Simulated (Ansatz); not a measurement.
Geometry optimisation, RKS PBE/def2-SVP (Ansatz).

The input (input.yaml):

```yaml
crystal:
  periodic: [false, false, false]
  atoms:
    - { symbol: "N", position_ang: [-0.6272, 0.9476, -0.9512] }
    - { symbol: B, position_ang: [-0.2702, -0.0865, 0.0299] }
    - { symbol: "N", position_ang: [1.1206, -0.6301, 0.0056] }
    - { symbol: O, position_ang: [-1.1677, -0.586, 0.9861] }
    - { symbol: H, position_ang: [-1.25662, 0.3874, -0.38397] }
    - { symbol: H, position_ang: [-0.0308, 1.8178, -0.8233] }
    - { symbol: H, position_ang: [1.5753, -0.4768, 0.9782] }
    - { symbol: H, position_ang: [1.1208, -1.6469, -0.1297] }
    - { symbol: H, position_ang: [-1.1432, 0.0074, 1.824] }
basis:
  gaussian: { orbitals: def2-SVP }
hamiltonian:
  xc: pbe
relax:
  f_tol: 0.02
  max_steps: 50
output:
  orbitals: {}
```

Run as:

```bash
$ ansatz run input.yaml --threads 1 --pin off --max-ram 2048MiB --backend cpu --events-out ev --progress --plain --runs-dir out
```

**Question.** Where does it end, and by what steps?

**Answer.** The run converged. After 16 steps the energy has fallen by 4.910 eV; H8 moved furthest, 1.25 Å. The start is strongly strained (largest force component 8 eV/Å), so its close contacts needn't be bonds. Parted: B2–H5 (1.17 → 2.16 Å).

| step | energy less start (eV) | largest force component (eV/Å) | accepted |
| --- | --- | --- | --- |
| 0 | 0.0000 | 8.129 | yes |
| 1 | -1.7023 | 4.476 | yes |
| 2 | -2.8909 | 2.421 | yes |
| 3 | -3.5124 | 1.623 | yes |
| 4 | -3.9342 | 1.168 | yes |
| 5 | -4.2665 | 0.817 | yes |
| 6 | -4.4820 | 2.198 | yes |
| 7 | -4.7708 | 0.944 | yes |
| 8 | -4.8696 | 0.292 | yes |
| 9 | -4.9018 | 0.363 | yes |
| 10 | -4.9076 | 0.098 | yes |
| 11 | -4.9052 | 0.321 | no |
| 12 | -4.9088 | 0.102 | yes |
| 13 | -4.9095 | 0.080 | yes |
| 14 | -4.9097 | 0.086 | yes |
| 15 | -4.9100 | 0.067 | yes |
| 16 | -4.9102 | 0.013 | yes |

```xyz
9
Properties=species:S:1:pos:R:3
N -0.622 0.861 -0.546
B -0.141 -0.126 0.383
N 1.108 -0.790 0.198
O -0.861 -0.468 1.528
H -1.599 1.147 -0.577
H -0.135 1.064 -1.417
H 1.489 -1.399 0.918
H 1.716 -0.662 -0.606
H -1.634 0.106 1.655
```

Whether the end is a true minimum wasn't checked by a vibrational analysis.

The run took 60 s on 1 thread of Intel(R) Xeon(R) Processor @ 2.50GHz (Skylake/Cascade Lake), on a shared host, peak memory 0.13 GiB.
